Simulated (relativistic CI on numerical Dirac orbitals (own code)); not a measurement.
**Ti³⁺: 2p photoemission**

Computed with this model: Dirac-Coulomb-Breit CI, orbitals from a KLI potential per configuration, model QED, valence Slater integrals scaled by 0.7, multiplet model of photoemission in the sudden approximation; configurations [Ar] 3d → [He] 2s2 2p5 3s2 3p6 3d; 300 K; Lorentzian 0.7 eV and Gaussian 0.6 eV FWHM. Energies are those of the free ion, without screening or charge transfer. The energies are binding energies and can lie tens of eV above those of solids. S is read from ⟨S²⟩ = S(S + 1).

Field parameters in Wybourne normalisation: Oh B⁴₀ = 21Dq, B⁴₄ = √(5/14) B⁴₀. The field is a parameter set, without covalency.

Computed curve for free ion, scaled to 100 at the maximum (points under 2 are left out and the grid is thinned):

```
Energy (eV)  Intensity
      501.0        2.1
      501.3        2.4
      501.7        3.2
      502.0        4.0
      502.3        5.3
      502.7        8.3
      503.0       13.0
      503.3       22.3
      503.6       37.9
      504.0       65.8
      504.3       88.3
      504.6      100.0
      505.0       86.3
      505.3       65.7
      505.6       41.8
      506.0       21.1
      506.3       16.3
      506.6       16.3
      507.0       14.4
      507.3       10.0
      507.6        6.9
      507.9        5.5
      508.3        5.0
      508.6        5.5
      508.9        6.7
      509.3       11.3
      509.6       20.3
      509.9       37.3
      510.3       53.9
      510.6       43.4
      510.9       26.2
      511.3       15.7
      511.6       17.3
      511.9       22.7
      512.2       22.9
      512.6       12.8
      512.9        7.0
      513.2        4.3
      513.6        2.7
      513.9        2.0
```

The ground state has S = 0.50, and the centroid lies at 506.74 eV.
